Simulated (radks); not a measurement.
Task: Species: As IV. Configuration: [Ar] 3d10 4s1.5 5s0.5 (fractional occupations, a model configuration). Calculated with a radial shooting solver on a logarithmic mesh with Libxc functionals: Dirac Kohn-Sham, PBE, spin-unpolarised, spherical densities, point nucleus. Some entries of the table are withheld. Estimate them.

orbital  occ.  eigenvalue (eV)  <r^2> (bohr^2)
1s1/2       2        -11754.87        0.002786
2s1/2       2        -1524.482         0.04842
2p1/2       2        -1366.155         0.03745
2p3/2       4        -1329.580         0.03892
3s1/2       2        -228.3500          0.4119
3p1/2       2              (1)          0.4361
3p3/2       4              (2)          0.4511
3d3/2       4         -78.9777          0.5587
3d5/2       6         -78.2411          0.5660
4s1/2     1.5              (3)           3.345
5s1/2     0.5         -18.7802           16.21

Result: 
(1) 3p1/2 eigenvalue (eV): -175.1215
(2) 3p3/2 eigenvalue (eV): -170.0911
(3) 4s1/2 eigenvalue (eV): -46.8529
